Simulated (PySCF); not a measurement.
Job for PySCF: R-B3LYP/6-31G* on C3H7N (a complex), monomers drawn apart or pushed together.

```python
from pyscf import gto, scf, dft, mp
from pyscf.data.elements import chemcore

mol = gto.M(
    atom='''
    C     0.25606074   -0.65223593    0.03552309
    C    -0.09763162    0.42388681    0.42229838
    H     0.56814363   -1.60838417   -0.30810510
    H    -0.41640434    1.37658497    0.76902826
    C    -0.60473461    0.50522695    5.09804995
    N     0.57716772   -0.31316298    4.84257216
    H    -0.74698118    0.61429586    6.17463932
    H    -1.48547578   -0.00382201    4.70369276
    H    -0.57848152    1.51516226    4.66191370
    H     1.41184855    0.14062048    5.19326581
    H     0.70356745   -0.44544754    3.84624182
    ''',
    basis='6-31g*',
    cart=True,
    charge=0, spin=0, verbose=3, max_memory=1800)
mf = dft.RKS(mol, xc='b3lyp')
mf.conv_tol = 1e-8
mf.max_cycle = 100
mf.kernel()
if not mf.converged:
    mf = mf.newton().run(mf.mo_coeff, mf.mo_occ)
```

Program output:

```
converged SCF energy = -173.179439670861
```

Self-consistency was reached.

Cost: around 6 core-seconds (rough).
